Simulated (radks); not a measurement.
Question: Species: Eu. Configuration: [Xe] 4f7 6s2. Calculated with a radial shooting solver on a logarithmic mesh with Libxc functionals: Dirac Kohn-Sham, exchange-only B88, spin-unpolarised, spherical densities, finite nucleus; open shells fill j = l - 1/2 first; Fermi nuclear charge, rms radius 5.1115 fm. Some entries of the table are withheld. Estimate them.

| orbital | occ. | eigenvalue (hartree) | <1/r> (bohr^-1) |
|---|---|---|---|
| 1s1/2 | 2 | (1) | 70.22 |
| 2s1/2 | 2 | -291.4071 | 16.72 |
| 2p1/2 | 2 | -276.4940 | 16.70 |
| 2p3/2 | 4 | -252.6705 | 14.82 |
| 3s1/2 | 2 | -64.07474 | 6.086 |
| 3p1/2 | 2 | -57.62726 | (2) |
| 3p3/2 | 4 | -52.77187 | (3) |
| 3d3/2 | 4 | (4) | 5.404 |
| 3d5/2 | 6 | (5) | 5.285 |
| 4s1/2 | 2 | -12.67748 | 2.539 |
| 4p1/2 | 2 | -10.18694 | 2.433 |
| 4p3/2 | 4 | -9.11473 | 2.272 |
| 4d3/2 | 4 | -5.01317 | 2.051 |
| 4d5/2 | 6 | -4.82090 | 2.011 |
| 5s1/2 | 2 | -1.59965 | 0.9629 |
| 5p1/2 | 2 | -0.93407 | (6) |
| 5p3/2 | 4 | -0.79508 | (7) |
| 6s1/2 | 2 | -0.11142 | 0.2889 |
| 4f5/2 | 6 | -0.06910 | 1.411 |
| 4f7/2 | 1 | -0.04668 | 1.388 |

Answer: 
(1) 1s1/2 eigenvalue (hartree): -1775.648
(2) 3p1/2 <1/r> (bohr^-1): 6.002
(3) 3p3/2 <1/r> (bohr^-1): 5.527
(4) 3d3/2 eigenvalue (hartree): -41.60106
(5) 3d5/2 eigenvalue (hartree): -40.54442
(6) 5p1/2 <1/r> (bohr^-1): 0.8415
(7) 5p3/2 <1/r> (bohr^-1): 0.7828
